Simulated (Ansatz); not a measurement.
Program: Ansatz. Geometries: PBE0-D4/def2-TZVP. ΔE: electronic, gas phase. CCSD(T)/CBS adds triple-zeta CCSD(T) − MP2 to the extrapolated MP2 energy (def2 sets, frozen cores). This one scheme is used for every species. DFT in def2-TZVPP. For Ga, Se outer-core shells are correlated without core-valence functions, which leaves a few kJ/mol of doubt a bond. Scalar relativity is left out up to krypton. Each species was taken in one conformer, which may not be the lowest.

`C=[CH][GaH][Cl]` + `[SiH3][SeH]` → `[SiH3][Se][GaH][Cl]` + `C=C`  (ligand exchange at a Ga–C bond)

```csv
level,ΔE (kcal/mol)
LDA (SPW92),-25.5
PBE-D4,-26.4
revPBE-D4,-26.0
r2SCAN-D4,-26.8
B2PLYP,-26.0
r2SCAN0,-27.1
MP2/def2-SVP,-26.6
SCS-MP2/def2-TZVPP,-25.9
```

(1) What does CCSD(T)/CBS give? (Estimate.)

Largest T1 diagnostic among the species: 0.012.

## Answers

(1) The calculation gave: -26.5 kcal/mol. The listed levels differ from it by 1.0, 0.1, 0.5, -0.3, 0.5, -0.6, -0.1, 0.6 kcal/mol.

From BLYP to BHLYP (50 % exact exchange), in def2-TZVPP and without D4, ΔE moves by −1.4 kcal/mol. The D4 term adds −1.1 kcal/mol with B3LYP and −0.6 kcal/mol with PBE0; it sums over pairs of atoms, weighted by their polarisabilities, and B3LYP, whose exchange is more repulsive, gets the larger term. Leaving LDA and LC-ωPBE aside and taking each functional with its dispersion term where it has one, the values, not all of them listed here, spread over 2.4 kcal/mol, from BHLYP-D4 to ωB97X-V.

B3LYP here is the variant with VWN-RPA as its local correlation; programs differ in this.
